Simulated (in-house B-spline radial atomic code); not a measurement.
Whole-atom quantities along the 40-electron series, configuration 1s2 2s2 2p6 3s2 3p6 3d10 4s2 4p6 4d3/2(4). Breit and QED terms are first order and not part of the total energy; the density at the nucleus is averaged over the nuclear charge. Computed with a radial B-spline atomic code at the basis-set limit: Dirac-Hartree-Fock, jj configuration that fills j = l - 1/2 first, finite nuclei.

```csv
ion,Z,E/Z² (Eh),Σ<r²> (bohr²),n(0)/Z³ (bohr⁻³),Lamb diamagnetic shielding (ppm),repulsion over attraction,Breit energy (eV),self-energy (eV),vacuum polarisation (eV)
Nb+,41,-2.2713,39.062,1.1629,3989.55,0.15669,60.386,45.256,-5.0163
Mo2+,42,-2.2939,30.976,1.1901,4122.22,0.15485,65.596,49.231,-5.5464
Tc3+,43,-2.3161,26.058,1.2208,4254.85,0.15284,71.116,53.455,-6.1201
Ru4+,44,-2.3377,22.571,1.2507,4387.74,0.15075,76.956,57.938,-6.7395
Rh5+,45,-2.3589,19.904,1.2837,4521.03,0.14861,83.124,62.69,-7.4082
Pd6+,46,-2.3796,17.774,1.3172,4654.82,0.14645,89.632,67.721,-8.1286
Ag7+,47,-2.3999,16.022,1.3531,4789.17,0.14429,96.488,73.044,-8.9041
Cd8+,48,-2.4197,14.551,1.3885,4924.13,0.14214,103.7,78.67,-9.7377
In9+,49,-2.439,13.297,1.4279,5059.76,0.14001,111.29,84.61,-10.634
Sn10+,50,-2.458,12.214,1.4676,5196.1,0.13789,119.25,90.877,-11.595
Sb11+,51,-2.4766,11.269,1.5094,5333.2,0.13581,127.61,97.484,-12.625
Te12+,52,-2.4948,10.438,1.5512,5471.07,0.13375,136.37,104.44,-13.729
I13+,53,-2.5126,9.7013,1.5979,5609.78,0.13173,145.54,111.77,-14.911
Xe14+,54,-2.5302,9.0444,1.645,5749.35,0.12974,155.13,119.48,-16.176
Cs15+,55,-2.5474,8.4553,1.6953,5889.82,0.12779,165.16,127.58,-17.527
Ba16+,56,-2.5643,7.9243,1.7469,6031.24,0.12587,175.63,136.1,-18.971
La17+,57,-2.5809,7.4437,1.8019,6173.63,0.12399,186.56,145.04,-20.513
Ce18+,58,-2.5973,7.0069,1.8592,6317.04,0.12214,197.96,154.43,-22.158
Pr19+,59,-2.6134,6.6084,1.9197,6461.5,0.12033,209.85,164.28,-23.913
Nd20+,60,-2.6292,6.2438,1.9826,6607.06,0.11856,222.23,174.61,-25.784
Pm21+,61,-2.6449,5.909,2.0457,6753.76,0.11682,235.11,185.43,-27.776
```

With what power of Z does the column «vacuum polarisation (eV)» change over this range?

A fit of the logarithm of its size against log Z from Z = 41 to 61 has slope 4.31.
